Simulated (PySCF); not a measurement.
diiodomethane (CH$_{2}$I$_{2}$), singlet, at a GFN2-xTB geometry (all electrons, no relativity); SA2-CASSCF(4,5)/STO-3G (PySCF).

Input for PySCF:
```python
from pyscf import gto, scf, mcscf
import numpy

mol = gto.M(
    atom='''
I    -1.80198718    0.08325391    0.03842771
C     0.00609993   -1.07118000    0.02922270
I     1.80093487    0.10153686   -0.04346896
H     0.02976876   -1.65892890    0.93928612
H    -0.01059605   -1.70790206   -0.84743611
''',
    basis='sto-3g',
    verbose=4,
)

mf = scf.RHF(mol)
mf.kernel()
mc = mcscf.CASSCF(mf, 5, 4)
mc.fix_spin_(ss=0.0)
mc = mc.state_average_([0.5, 0.5])
mc.kernel()
```

What the program printed (banner, timings and long lists left out):

```
PySCF version 2.14.0

[INPUT] verbose = 4
[INPUT] num. atoms = 5
[INPUT] num. electrons = 114
[INPUT] charge = 0
[INPUT] spin (= nelec alpha-beta = 2S) = 0
[INPUT] symmetry False subgroup None
[INPUT] Mole.unit = angstrom
[INPUT] Symbol           X                Y                Z      unit          X                Y                Z       unit  Magmom
[...]
nuclear repulsion = 617.304256189723
number of shells = 27
number of NR pGTOs = 183
number of NR cGTOs = 61
basis = sto-3g
ecp = {}

******** <class 'pyscf.scf.hf.RHF'> ********
method = RHF
initial guess = minao
damping factor = 0
level_shift factor = 0
DIIS = <class 'pyscf.scf.diis.CDIIS'>
diis_start_cycle = 1
diis_space = 8
diis_damp = 0
SCF conv_tol = 1e-09
SCF conv_tol_grad = None
SCF max_cycles = 50
direct_scf = True
direct_scf_tol = 1e-13
Set gradient conv threshold to 3.16228e-05
Initial guess from minao.
init E= -13695.621056051
[...]
cycle= 1 E= -13739.8079361908  delta_E= -44.2  |g|= 0.489  |ddm|= 2.81
[...]
cycle= 2 E= -13739.9190910501  delta_E= -0.111  |g|= 0.28  |ddm|= 1.35
[...]
cycle= 3 E= -13739.9445650464  delta_E= -0.0255  |g|= 0.039  |ddm|= 0.399
[...]
cycle= 4 E= -13739.9457260008  delta_E= -0.00116  |g|= 0.00407  |ddm|= 0.123
[...]
cycle= 5 E= -13739.9457457234  delta_E= -1.97e-05  |g|= 0.00105  |ddm|= 0.0182
[...]
cycle= 6 E= -13739.9457472405  delta_E= -1.52e-06  |g|= 0.00013  |ddm|= 0.00624
[...]
cycle= 7 E= -13739.9457472595  delta_E= -1.9e-08  |g|= 1.84e-05  |ddm|= 0.000667
[...]
cycle= 8 E= -13739.9457472599  delta_E= -4.4e-10  |g|= 2.57e-06  |ddm|= 9.5e-05
[...]
Extra cycle  E= -13739.9457472599  delta_E= 4.55e-11  |g|= 1.02e-06  |ddm|= 8.47e-06
converged SCF energy = -13739.9457472599

******** <class 'pyscf.mcscf.addons.StateAverageCASSCF'> ********
CAS (2e+2e, 5o), ncore = 55, nvir = 1
max_cycle_macro = 50
max_cycle_micro = 4
conv_tol = 1e-07
conv_tol_grad = None
orbital rotation max_stepsize = 0.02
orbital rotation threshold for CI restart = 0.01
augmented hessian ah_max_cycle = 30
augmented hessian ah_conv_tol = 1e-12
augmented hessian ah_linear dependence = 1e-14
augmented hessian ah_level shift = 1e-08
augmented hessian ah_start_tol = 2.5
augmented hessian ah_start_cycle = 3
augmented hessian ah_grad_trust_region = 3
kf_trust_region = 3
kf_interval = 4
ci_response_space = 4
ci_grad_trust_region = 3
with_dep4 0
natorb = False
canonicalization = True
sorting_mo_energy = False
ao2mo_level = 2
internal_rotation = False
******** <class 'pyscf.mcscf.addons.StateAverageSpinPenaltyFCISolver'> ********
max. cycles = 50
conv_tol = 1e-08
davidson only = True
linear dependence = 1e-12
level shift = 0.001
max iter space = 12
nroots = 2
pspace_size = 400
spin = None
State-average over 2 states with weights [0.5, 0.5]
CASCI E = -13739.8070753511  S^2 = 0.0000000
Set conv_tol_grad to 0.000316228
macro iter   1 ( 21 JK    4 micro), CASSCF E = -13739.8164620633  dE = -9.38671226e-03  S^2 = 0.0000000
               |grad[o]|=0.136  |ddm|=0.0122  |maxRot[o]|=  0.3
macro iter   2 ( 21 JK    4 micro), CASSCF E = -13739.8196693002  dE = -3.20723692e-03  S^2 = 0.0000000
               |grad[o]|=0.0367  |ddm|=0.00459  |maxRot[o]|=0.315
macro iter   3 ( 21 JK    4 micro), CASSCF E = -13739.8240607659  dE = -4.39146571e-03  S^2 = 0.0000000
               |grad[o]|=0.0284  |ddm|=0.00559  |maxRot[o]|=0.315
macro iter   4 ( 18 JK    4 micro), CASSCF E = -13739.8253583638  dE = -1.29759785e-03  S^2 = 0.0000000
               |grad[o]|=0.0199  |ddm|=0.00418  |maxRot[o]|=0.0998
macro iter   5 ( 17 JK    4 micro), CASSCF E = -13739.8266131817  dE = -1.25481795e-03  S^2 = 0.0000000
               |grad[o]|=0.00509  |ddm|=0.0541  |maxRot[o]|=0.135
macro iter   6 ( 21 JK    4 micro), CASSCF E = -13739.8286737221  dE = -2.06054038e-03  S^2 = 0.0000000
               |grad[o]|=0.00687  |ddm|=0.0918  |maxRot[o]|=0.202
macro iter   7 ( 21 JK    4 micro), CASSCF E = -13739.8308912235  dE = -2.21750136e-03  S^2 = 0.0000000
[...]
               |grad[o]|=0.00418  |ddm|=0.00341  |maxRot[o]|=0.314
macro iter  11 ( 21 JK    4 micro), CASSCF E = -13739.8346911016  dE = -6.97539213e-04  S^2 = 0.0000000
               |grad[o]|=0.00321  |ddm|=0.00601  |maxRot[o]|=0.242
macro iter  12 ( 19 JK    4 micro), CASSCF E = -13739.8354903689  dE = -7.99267378e-04  S^2 = 0.0000000
               |grad[o]|=0.00202  |ddm|=0.0141  |maxRot[o]|=0.128
macro iter  13 ( 17 JK    4 micro), CASSCF E = -13739.8372128278  dE = -1.72245884e-03  S^2 = 0.0000000
               |grad[o]|=0.0046  |ddm|=0.0206  |maxRot[o]|=0.135
macro iter  14 ( 21 JK    4 micro), CASSCF E = -13739.8390851294  dE = -1.87230165e-03  S^2 = 0.0000000
               |grad[o]|=0.00602  |ddm|=0.0158  |maxRot[o]|=0.283
macro iter  15 ( 21 JK    4 micro), CASSCF E = -13739.8416948343  dE = -2.60970487e-03  S^2 = 0.0000000
               |grad[o]|=0.00751  |ddm|=0.0137  |maxRot[o]|=0.299
macro iter  16 ( 21 JK    4 micro), CASSCF E = -13739.8444734525  dE = -2.77861816e-03  S^2 = 0.0000000
               |grad[o]|=0.00836  |ddm|=0.0121  |maxRot[o]|=0.296
macro iter  17 ( 19 JK    4 micro), CASSCF E = -13739.8451373098  dE = -6.63857332e-04  S^2 = 0.0000000
               |grad[o]|=0.00785  |ddm|=0.0136  |maxRot[o]|=0.0633
macro iter  18 ( 20 JK    4 micro), CASSCF E = -13739.8458247606  dE = -6.87450793e-04  S^2 = 0.0000000
               |grad[o]|=0.00716  |ddm|=0.0152  |maxRot[o]|=0.0451
macro iter  19 ( 20 JK    4 micro), CASSCF E = -13739.8463235818  dE = -4.98821259e-04  S^2 = 0.0000000
               |grad[o]|=0.00625  |ddm|=0.0116  |maxRot[o]|=0.033
macro iter  20 ( 19 JK    4 micro), CASSCF E = -13739.8464760418  dE = -1.52459961e-04  S^2 = 0.0000000
               |grad[o]|=0.00534  |ddm|=0.00746  |maxRot[o]|=0.0485
macro iter  21 ( 19 JK    4 micro), CASSCF E = -13739.8465636986  dE = -8.76568247e-05  S^2 = 0.0000000
               |grad[o]|=0.005  |ddm|=0.00713  |maxRot[o]|=0.0167
macro iter  22 ( 18 JK    4 micro), CASSCF E = -13739.8468301065  dE = -2.66407907e-04  S^2 = 0.0000000
               |grad[o]|=0.00482  |ddm|=0.00614  |maxRot[o]|=0.024
macro iter  23 ( 12 JK    4 micro), CASSCF E = -13739.8471897400  dE = -3.59633421e-04  S^2 = 0.0000000
               |grad[o]|=0.00396  |ddm|=0.00359  |maxRot[o]|=0.0419
macro iter  24 ( 16 JK    4 micro), CASSCF E = -13739.8473074494  dE = -1.17709440e-04  S^2 = 0.0000000
               |grad[o]|=0.00208  |ddm|=0.00188  |maxRot[o]|=0.136
macro iter  25 (  9 JK    2 micro), CASSCF E = -13739.8473197695  dE = -1.23200698e-05  S^2 = 0.0000000
               |grad[o]|=0.000604  |ddm|=0.000541  |maxRot[o]|=0.0773
macro iter  26 (  9 JK    2 micro), CASSCF E = -13739.8473227367  dE = -2.96718463e-06  S^2 = 0.0000000
               |grad[o]|=0.000345  |ddm|=0.000189  |maxRot[o]|=0.0808
macro iter  27 (  6 JK    1 micro), CASSCF E = -13739.8473231326  dE = -3.95964889e-07  S^2 = 0.0000000
               |grad[o]|=8.38e-05  |ddm|=8.36e-05  |maxRot[o]|=0.0182
macro iter  28 (  4 JK    1 micro), CASSCF E = -13739.8473235258  dE = -3.93145456e-07  S^2 = 0.0000000
               |grad[o]|=0.000109  |ddm|=4.69e-05  |maxRot[o]|=0.0226
macro iter  29 (  4 JK    1 micro), CASSCF E = -13739.8473236672  dE = -1.41457349e-07  S^2 = 0.0000000
               |grad[o]|=4.06e-05  |ddm|=2.88e-05  |maxRot[o]|=0.0136
macro iter  30 (  1 JK    1 micro), CASSCF E = -13739.8473236674  dE = -2.09183781e-10  S^2 = 0.0000000
               |grad[o]|=2.65e-05  |ddm|=6.75e-06  |maxRot[o]|=    0
1-step CASSCF converged in  30 macro (499 JK 104 micro) steps
CASSCF canonicalization
Density matrix diagonal elements [1.94822050e+00 1.49958343e+00 4.97809732e-01 5.27304483e-02
 1.65588832e-03]
CASSCF energy = -13739.8473236674
CASCI E = -13739.8473236674  E(CI) = -3.53908520666664  S^2 = 0.0000000
CASCI state-averaged energy = -13739.8473236674
CASCI energy for each state
  State 0 weight 0.5  E = -13739.9641839774 S^2 = 0.0000000
  State 1 weight 0.5  E = -13739.7304633575 S^2 = 0.0000000
```
